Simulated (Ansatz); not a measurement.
Two isomers of H6O3Si2: A = `O[SiH2][SiH](O)O`, B = `O[SiH2]O[SiH2]O`.

Computed with Ansatz on PBE0-D4/def2-TZVP structures; ΔE is electronic, products minus reactants. CBS: MP2 limit from def2 TZ/QZ plus the TZ coupled-cluster correction, frozen cores. Functionals use def2-TZVPP. Each species was taken in one conformer, which may not be the lowest.

Which isomer does CCSD(T)/CBS put lower? Give the gap. (An estimate is asked.)

The calculation gave: B, by 35.2 kcal/mol.

Give E(B) − E(A) in kcal/mol with r2SCAN-D4, PBE-D4, CCSD/def2-TZVPP, HF/def2-TZVPP, BLYP-D4, ωB97M-V, PBE0-D4. (An estimate is asked.)

Computed: r2SCAN-D4 -33.6, PBE-D4 -27.9, CCSD/def2-TZVPP -36.5, HF/def2-TZVPP -41.9, BLYP-D4 -32.5, ωB97M-V -35.4, PBE0-D4 -30.7. None reverses the order clearly.

Does the order hold for the free energy at 298.15 K (harmonic terms from PBE0-D4)? (Best estimate.)

The calculation gave: Yes: G(B) − G(A) = -36.1 kcal/mol, for one conformer each. Modes under 60 cm⁻¹, often nearly free rotors, make the harmonic entropy too high.

Largest T1 diagnostic: 0.012.

In def2-TZVPP, CCSD(T) changes the Hartree–Fock value by +6.2 kcal/mol (the triples alone add +0.9 kcal/mol) and MP2 by +4.6 kcal/mol. Leaving LDA and LC-ωPBE aside and taking each functional with its dispersion term where it has one, the values, not all of them listed here, spread over 9.8 kcal/mol, from BHLYP-D4 to PBE-D4. LDA lies −0.8 kcal/mol from PBE without D4.
